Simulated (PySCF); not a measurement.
# Solvent effects on NMR parameters

Geometry (Å), atoms numbered from 1 in this order:
```xyz
19

N     3.6607    0.9617    0.6866
C     2.9503    0.3586    0.0010
C     2.0250   -0.3771   -0.8590
C     0.6261   -0.3785   -0.3322
C    -0.2142   -1.4077   -0.1777
C    -1.5610   -0.8206    0.2559
C    -2.0883    0.0233   -0.9134
C    -1.2486    1.0526   -1.0627
C    -0.1605    0.8970    0.0072
C    -1.0327    0.3277    1.1496
H     2.0543    0.0975   -1.8577
H     2.3973   -1.4057   -0.9839
H    -0.0245   -2.4619   -0.3859
H    -2.2726   -1.5293    0.6984
H    -2.9584   -0.2287   -1.5210
H    -1.2747    1.8391   -1.8180
H     0.4493    1.7854    0.2193
H    -1.8210    1.0214    1.4777
H    -0.4436   -0.0252    2.0094
```

GIAO PBE0/pcSseg-1 in PySCF 2.14.0 with density-fitted response routines on one PBE0-D3(BJ)/def2-SVP conformer, non-relativistic, equivalent nuclei averaged. Solvents enter as an IEF-PCM continuum (benzene with ε = 2.3, acetonitrile with ε = 35.7) around the gas-phase geometry. Shifts are referred to TMS computed in the same medium.

Gas phase, δ in ppm: C4 158.6, C7 154.7, C8 152.8, C5 150.1, C2 122.0, C10 80.2, C9 55.5, C6 54.3, C3 21.7, H16 7.19, H15 7.09, H13 6.71, H17 3.48, H14 3.42. Dipole moment 4.04 D.

Problem. How does each δ change in the continuum?

Solution. 
```
atoms                      environment  Δδ, benzene  Δδ, acetonitrile
   C4  fully substituted alkene carbon         +0.1              +0.6
   C7                        alkene CH         +0.6              +1.4
   C8                        alkene CH         +0.8              +1.9
   C5                        alkene CH         +1.2              +2.4
   C2                   nitrile carbon         +3.4              +7.4
  C10                sp3 CH2 in a ring         +0.5              +1.0
   C9                   allylic sp3 CH         +0.6              +1.3
   C6                   allylic sp3 CH         +0.5              +1.1
   C3                  allylic sp3 CH2         +0.2              +0.6
  H16         hydrogen on an alkene CH        +0.08             +0.18
  H15         hydrogen on an alkene CH        +0.08             +0.17
  H13         hydrogen on an alkene CH        +0.12             +0.27
  H17    hydrogen on an allylic sp3 CH        +0.01             +0.01
  H14    hydrogen on an allylic sp3 CH        +0.08             +0.18
```

Changes are relative to the gas phase. The dipole moment becomes 4.52 D in benzene, 5.10 D in acetonitrile.

Problem. Which nuclei move most (in ppm), and what does the model miss?

Solution. C2 (nitrile carbon, +7.4 ppm) in acetonitrile. A continuum only polarises the solute; specific hydrogen bonds, the anisotropy of aromatic solvents and changes of geometry or conformer are outside it.
